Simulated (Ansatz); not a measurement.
One change: `[SiH3]B1CO1` becomes `BOB1CO1`.

Ansatz, PBE0-D4/def2-TZVP geometries, multiplicity 1. Each molecule was computed in one conformer, which needn't be the lowest.

```tsv
property	`[SiH3]B1CO1`
LUMO energy (B3LYP/def2-TZVPP) / eV	-1.33
HOMO energy (ωB97M-V/def2-TZVPP) / eV	-10.20
HOMO–LUMO gap (PBE0/def2-TZVPP) / eV	6.83
ideal-gas entropy at 298 K and 1 bar (rigid rotor, harmonic PBE0-D4/def2-TZVP) / J/(mol·K)	314
size of the dipole moment (B3LYP/def2-TZVPP) / D	1.17
HOMO energy (B3LYP/def2-TZVPP) / eV	-7.75
```

(1) What does the change do to each property? (An estimate is asked.)

Results:

(1) Ansatz gave: 
```json
{"property": "LUMO energy (B3LYP/def2-TZVPP) / eV", "`BOB1CO1`": "-1.45", "shift": "-0.12"}
{"property": "HOMO energy (ωB97M-V/def2-TZVPP) / eV", "`BOB1CO1`": "-10.70", "shift": "-0.50"}
{"property": "HOMO–LUMO gap (PBE0/def2-TZVPP) / eV", "`BOB1CO1`": "7.15", "shift": "0.32"}
{"property": "ideal-gas entropy at 298 K and 1 bar (rigid rotor, harmonic PBE0-D4/def2-TZVP) / J/(mol·K)", "`BOB1CO1`": "322", "shift": "8"}
{"property": "size of the dipole moment (B3LYP/def2-TZVPP) / D", "`BOB1CO1`": "1.03", "shift": "-0.14"}
{"property": "HOMO energy (B3LYP/def2-TZVPP) / eV", "`BOB1CO1`": "-8.13", "shift": "-0.38"}
```

With PBE0 the HOMO falls by 0.38 eV and the LUMO falls by 0.05 eV, so the gap widens by about 0.33 eV. PBE moves the HOMO by -0.24 eV and ωB97M-V by -0.50 eV. Dipoles are sizes alone; their direction can turn. Modes under 60 cm⁻¹, often nearly free rotors, make the harmonic entropy too high.

B3LYP here is the variant with VWN-RPA as its local correlation; programs differ in this.
